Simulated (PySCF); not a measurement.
Computed shifts of a molecule CH₉GeN₃, PySCF with PBE/pcSseg-1, GIAO, gas phase, equivalent atoms averaged, in ppm (number of nuclei): ¹³C: 0.9 (1). ¹⁵N: 38.5 (2), 20.8 (1). ¹H: 0.49 (3), 0.23 (2), 0.09 (2), -0.06 (2). References: ¹³C against TMS (σ = 182.0 ppm); ⁷³Ge against GeH4 (σ = 1614.4 ppm); ¹⁵N against NH3 (σ = 267.0 ppm); ¹H against TMS (σ = 31.49 ppm), references at their B3LYP-D3(BJ)/def2-TZVP geometries, non-relativistic. Geometry optimised at PBE0-D3(BJ)/def2-SVP. One conformer was computed; it need not be the lowest.

**Question.** Pick the molecule that these values belong to.
(A) C[NH][GeH]([NH2])[NH2]
(B) [CH3][Ge]([NH2])([NH2])[NH2]
(C) N[CH2][GeH]([NH2])[NH2]

**Answer.** B, [CH3][Ge]([NH2])([NH2])[NH2]
